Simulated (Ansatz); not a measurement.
Computed with Ansatz on PBE0-D4/def2-TZVP structures; ΔE is electronic, products minus reactants. CCSD(T)/CBS adds triple-zeta CCSD(T) − MP2 to the extrapolated MP2 energy (def2 sets, frozen cores). This one scheme is used for every species. Functionals use def2-TZVPP. B3LYP here is the variant with VWN-RPA as its local correlation; programs differ in this. HSE06 is defined as in plane-wave codes. def2 core potentials past Kr. For In outer-core shells are correlated without core-valence functions, which leaves a few kJ/mol of doubt a bond. Each species was taken in one conformer, which may not be the lowest.

`C=C[CH2][In]([F])[Cl]` + H₂ → `[F][InH][Cl]` + `C=CC`  (hydrogenolysis of the In–C bond)

| level | ΔE (kcal/mol) | difference from CCSD(T)/CBS |
| --- | --- | --- |
| LDA (SPW92) | -7.6 | -1.6 |
| PBE-D4 | -6.9 | -0.9 |
| r2SCAN-D4 | -7.9 | -1.9 |
| B97M-V | -11.6 | -5.6 |
| PBE0-D4 | -8.6 | -2.6 |
| B3LYP-D4 | -8.2 | -2.2 |
| r2SCANh-D4 | -8.4 | -2.4 |
| r2SCAN0-D4 | -9.1 | -3.1 |
| HSE06-D4 | -8.6 | -2.6 |
| CAM-B3LYP-D4 | -10.0 | -4.0 |
| ωB97X-V | -9.3 | -3.3 |
| ωB97M-V | -8.7 | -2.7 |
| B2PLYP | -8.9 | -2.9 |
| PBE | -8.7 | -2.7 |
| revPBE | -9.7 | -3.7 |
| BLYP | -10.2 | -4.2 |
| r2SCAN | -8.4 | -2.4 |
| PBE0 | -10.2 | -4.2 |
| B3LYP | -11.2 | -5.2 |
| r2SCANh | -9.0 | -3.0 |
| r2SCAN0 | -9.8 | -3.8 |
| BHLYP | -12.8 | -6.8 |
| CAM-B3LYP | -11.7 | -5.7 |
| LC-ωPBE | -11.3 | -5.3 |
| RPA@PBE/def2-TZVPP | -7.0 | -1.0 |
| HF/def2-SVP | -16.7 | -10.7 |
| MP2/def2-SVP | -7.4 | -1.4 |
| CCSD/def2-SVP | -10.4 | -4.4 |
| CCSD(T)/def2-SVP | -9.2 | -3.2 |
| HF/def2-TZVPP | -16.7 | -10.7 |
| MP2/def2-TZVPP | -4.5 | 1.5 |
| SCS-MP2/def2-TZVPP | -6.8 | -0.8 |
| CCSD/def2-TZVPP | -8.9 | -2.9 |
| CCSD(T)/def2-TZVPP | -7.1 | -1.1 |
| HF/def2-QZVPP | -16.8 | -10.8 |
| MP2/def2-QZVPP | -4.0 | 2.0 |
| SCS-MP2/def2-QZVPP | -6.4 | -0.4 |
| HF/CBS(def2) | -16.8 | -10.8 |
| MP2/CBS(def2) | -3.5 | 2.5 |
| CCSD/CBS(def2) | -7.8 | -1.8 |
| CCSD(T)/CBS | -6.0 | 0 |

Largest T1 diagnostic among the species: 0.015.

In def2-TZVPP, CCSD(T) changes the Hartree–Fock value by +9.6 kcal/mol (the triples alone add +1.8 kcal/mol) and MP2 by +12.2 kcal/mol. From BLYP to BHLYP (50 % exact exchange), in def2-TZVPP and without D4, ΔE moves by −2.6 kcal/mol.

CCSD(T)/CBS has its own doubt, a few kJ/mol and more with outer-core shells, so smaller differences from it don't rank the levels.
